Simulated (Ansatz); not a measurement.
`[Cl][Ge]([Cl])([Cl])[Br]` + H₂Se → `[Cl][Ge]([Cl])([Cl])[SeH]` + HBr  (ligand exchange at a Ge–Br bond)

Calculated with Ansatz (gas phase, PBE0-D4/def2-TZVP geometries, no zero-point term in ΔE). CBS: MP2 limit from def2 TZ/QZ plus the TZ coupled-cluster correction, frozen cores. For Br, Ge, Se outer-core shells are correlated without core-valence functions, which leaves a few kJ/mol of doubt a bond. Scalar relativity is left out up to krypton. One conformer a species, not always the lowest.

```
                    species  CCSD(T)/CBS(def2) energy (Eh)
 `[Cl][Ge]([Cl])([Cl])[Br]`                    -6028.93261
                       H₂Se                    -2401.89790
`[Cl][Ge]([Cl])([Cl])[SeH]`                    -5856.90733
                        HBr                    -2573.91920
```

Task: Work out ΔE.

Result: ΔE = (-5856.90733) + (-2573.91920) − (-6028.93261) − (-2401.89790) = 0.00398 Eh = +10.4 kJ/mol.

Largest T1 diagnostic among the species: 0.009.

Leaving LDA and LC-ωPBE aside and taking each functional with its dispersion term where it has one, the values, not all of them listed here, spread over 7.2 kJ/mol, from PBE-D4 to B97M-V. At CCSD(T), def2-SVP lies +4.5 kJ/mol from the extrapolated value and def2-TZVPP +1.2 kJ/mol. In def2-TZVPP, CCSD(T) changes the Hartree–Fock value by −9.1 kJ/mol (the triples alone add −1.2 kJ/mol) and MP2 by −10.1 kJ/mol.
